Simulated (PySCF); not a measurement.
**Nuclear quadrupole coupling in `C[C@H]1CCCN(C)N1C`**

C7H16N2.
Structure used (GFN2-xTB), in Å, numbered top down from 1:
```xyz
25
C7H16N2 angstrom
C     -2.3671    0.2393    0.7309
C     -0.8976   -0.1361    0.5807
C     -0.7204   -1.4032   -0.2709
C      0.7651   -1.7482   -0.3432
C      1.5311   -0.5181   -0.8430
N      1.2689    0.6874   -0.0697
C      1.9771    0.7627    1.1892
N     -0.1036    0.9897    0.0836
C     -0.6073    1.6518   -1.1020
H     -2.8820   -0.5311    1.3008
H     -2.4585    1.1838    1.2605
H     -2.8514    0.3261   -0.2383
H     -0.5020   -0.3478    1.5839
H     -1.2870   -2.2253    0.1707
H     -1.1091   -1.2303   -1.2775
H      0.9382   -2.5905   -1.0157
H      1.1242   -2.0300    0.6499
H      1.2368   -0.3093   -1.8773
H      2.6077   -0.6973   -0.8287
H      3.0445    0.8219    0.9779
H      1.8023   -0.0859    1.8649
H      1.6645    1.6756    1.6913
H     -1.4979    2.2201   -0.8407
H      0.1629    2.3435   -1.4360
H     -0.8506    0.9753   -1.9322
```

Field gradients from the PBE0/pcSseg-1 density (PySCF, non-relativistic), principal values in atomic units, ordered |Vxx| ≤ |Vyy| ≤ |Vzz|:

| atom | Vxx | Vyy | Vzz |
| --- | --- | --- | --- |
| N6 | 0.5406 | 0.9874 | -1.5280 |
| N8 | 0.5332 | 0.9779 | -1.5111 |

Find the asymmetry η = (Vxx − Vyy)/Vzz and the couplings χ = eQV/h (234.96 MHz × Q in barn × V in au), with Q(14N) = 0.02044 b.

```
atom         environment  nucleus     η  χzz (MHz)  χxx (MHz)  χyy (MHz)
  N6  hydrazine nitrogen      14N  0.29      -7.34       2.60       4.74
  N8  hydrazine nitrogen      14N  0.29      -7.26       2.56       4.70
```

What is Vzz at N6 in SI units (1 au = 9.71736 × 10²¹ V/m²)?

-1.5280 au = -14.848 × 10²¹ V/m².

And the gradient at the other heavy atoms, for which no coupling is worked out here?

| atom | environment | Vzz (au) | η |
| --- | --- | --- | --- |
| C1 | methyl carbon | 0.054 | 0.25 |
| C2 | sp3 carbon bound to nitrogen | 0.174 | 0.31 |
| C3 | ring CH2 carbon | 0.027 | 0.89 |
| C4 | ring CH2 carbon | -0.029 | 0.56 |
| C5 | sp3 carbon bound to nitrogen | 0.179 | 0.39 |
| C7 | N-methyl carbon | 0.214 | 0.29 |
| C9 | N-methyl carbon | 0.218 | 0.32 |

Were the hydrogens deuterons (Q(2H) = 0.00286 b), χzz would run from 192 kHz (H13) to 213 kHz (H11, H10 and H12).

Geometry: GFN2-xTB, one conformer, isolated molecule. GFN2-xTB bond lengths can be off by several hundredths of an ångström, more for odd bonds, and the gradients follow them. With so small a basis the couplings can be 20 % off.

These values come from a run that also computed NMR shieldings. Hardware: one thread, x86-64 server, no GPU (shared host). Cost: 64 s wall.
